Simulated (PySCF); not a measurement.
Isomers of C6H14P2, mass 148.057 u with the commonest isotopes. Computed with PBE0-D3(BJ)/def2-SVP geometry optimisation, gas phase in PySCF 2.14.0. One conformer each, none proved a minimum here; rigid rotors.

Question: Order these by out-of-plane moment Σ m c² = (Ia + Ib − Ic)/2, largest first.
A. `[CH3:1][CH2:2][P:3]1[CH2:4][CH2:5][PH:6][CH2:7][CH2:8]1` with C1–C2–P3–C4 75°, C2–P3–C4–C5 164°, P3–C4–C5–P6 -71°, C4–C5–P6–C7 64°, C5–P6–C7–C8 -64°
B. `[CH2:1]=[CH:2][CH2:3][P@:4]([CH3:5])([PH2:6])=[CH:7][CH3:8]` with C1–C2–C3–P4 -104°, C2–C3–P4–C5 175°, C3–P4–P6–H -179° and -86°
C. `[CH2:1]=[P@:2]([CH3:3])(/[CH:4]=[CH:5]/[CH3:6])[CH2:7][PH2:8]` with C1–P2–C4–C5 113°, C1–P2–C7–P8 -50°, P2–C7–P8–H 85° and 180°

Answer: B (106.17 u·Å²), C (76.51 u·Å²), A (35.95 u·Å²).

Question: Order these by rotational constant C, smallest first.
A. `[CH2:1]=[P@:2]([CH3:3])(/[CH:4]=[CH:5]/[CH3:6])[CH2:7][PH2:8]` with C1–P2–C4–C5 113°, C1–P2–C7–P8 -50°, P2–C7–P8–H 85° and 180°
B. `[CH3:1][CH2:2][P:3]1[CH2:4][CH2:5][PH:6][CH2:7][CH2:8]1` with C1–C2–P3–C4 75°, C2–P3–C4–C5 164°, P3–C4–C5–P6 -71°, C4–C5–P6–C7 64°, C5–P6–C7–C8 -64°
C. `[CH2:1]=[CH:2][CH2:3][P@:4]([CH3:5])([PH2:6])=[CH:7][CH3:8]` with C1–C2–C3–P4 -104°, C2–C3–P4–C5 175°, C3–P4–P6–H -179° and -86°

Answer: A (633.6 MHz), B (726.4 MHz), C (833.2 MHz).

Question: Order these by rotational constant B, smallest first.
A. `[CH3:1][CH2:2][P:3]1[CH2:4][CH2:5][PH:6][CH2:7][CH2:8]1` with C1–C2–P3–C4 75°, C2–P3–C4–C5 164°, P3–C4–C5–P6 -71°, C4–C5–P6–C7 64°, C5–P6–C7–C8 -64°
B. `[CH2:1]=[P@:2]([CH3:3])(/[CH:4]=[CH:5]/[CH3:6])[CH2:7][PH2:8]` with C1–P2–C4–C5 113°, C1–P2–C7–P8 -50°, P2–C7–P8–H 85° and 180°
C. `[CH2:1]=[CH:2][CH2:3][P@:4]([CH3:5])([PH2:6])=[CH:7][CH3:8]` with C1–C2–C3–P4 -104°, C2–C3–P4–C5 175°, C3–P4–P6–H -179° and -86°

Answer: B (654.8 MHz), A (852.3 MHz), C (1003 MHz).

```csv
SMILES,point group,Ia (u·Å²),Ib (u·Å²),Ic (u·Å²),κ,μa (D),μb (D),μc (D)
CCP1CCPCC1,C1,174.68,592.94,695.73,-0.88,0.62,0.09,0.12
C=CC[P@](C)(P)=CC,C1,315.05,503.86,606.57,-0.56,0.30,0.07,1.25
C=[P@](C)(/C=C/C)CP,C1,178.77,771.82,797.58,-0.98,2.69,2.22,0.96
```
